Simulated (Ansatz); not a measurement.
Wavefunction ladder for C3H5FSi, SMILES `FC1C=C1[SiH3]`

Z-matrix (Å, degrees):
```
C
C 1 1.445
C 1 1.480 2 53.2
F 1 1.384 2 118.6 3 105.0
H 1 1.087 2 125.2 3 -109.0
H 2 1.078 1 147.5 3 -176.9
Si 3 1.844 1 146.3 2 177.2
H 7 1.483 3 108.8 1 -57.6
H 7 1.484 3 110.0 1 -178.3
H 7 1.485 3 108.7 1 61.4
```

Charge 0, multiplicity 1. The structure was optimised at the PBE0-D4/def2-TZVP level. Frozen core, restricted reference, the Gaussian-basis code of Ansatz. CBS rows extrapolate triple and quadruple zeta; past MP2 they add the triple-zeta difference.

```csv
basis,HF (Eh),MP2 corr.
def2-TZVPP,-504.89389,-0.84324
def2-QZVPP,-504.91227,-0.90710
```

Problem. Estimate the CCSD correlation energy and the (T) correction in each basis where they were run (hartree).

Solution. 
```
     basis  CCSD corr.       (T)
def2-TZVPP    -0.87792  -0.03660
 CBS(def2)    -0.98908     as TZ
```
